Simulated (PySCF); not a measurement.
H7P3Si, SMILES P[SiH](P)P. Atoms are numbered in the order given.

```xyz
11

Si     0.1490     0.0484    -0.5441
P      0.3469     2.1122     0.4003
P     -2.0039    -0.6943    -0.4562
P      1.3988    -1.5011     0.5694
H      0.5210     0.1749    -1.9845
H      0.2112     1.6043     1.7300
H      1.7777     2.0899     0.4401
H     -2.5602     0.5632    -0.8490
H     -2.1280    -0.4198     0.9416
H      2.6422    -0.9654     0.1099
H      1.3241    -2.4771    -0.4735
```
Charge 0, spin multiplicity 1.

The structure is a stationary point at B3LYP-D3(BJ)/def2-SVP. The structure was generated by enumeration, and PubChem lists no compound with its InChIKey, so it may never have been made. Other conformers were not sampled.

The numbers are results of PBE/pcSseg-1 in PySCF, not measurements.

GIAO shieldings, no solvent; atoms listed in one row are averaged. δ = σ(ref) − σ: ²⁹Si against TMS (σ = 335.4 ppm); ³¹P against PH3 (σ = 576.8 ppm); ¹H against TMS (σ = 31.49 ppm), references at their B3LYP-D3(BJ)/def2-TZVP geometries, non-relativistic.

Task: Estimate the chemical shifts. (An estimate is asked for; the answer gives what the named calculation found.)

Result: 
```csv
nucleus,atoms,count,δ (ppm)
²⁹Si,Si1,1,-16.7
³¹P,P2,1,41.3
³¹P,P4,1,25.4
³¹P,P3,1,22.7
¹H,H5,1,5.51
¹H,H11,1,2.69
¹H,H7,1,2.51
¹H,H8,1,2.32
¹H,H10,1,2.22
¹H,H6,1,2.04
¹H,H9,1,1.95
```
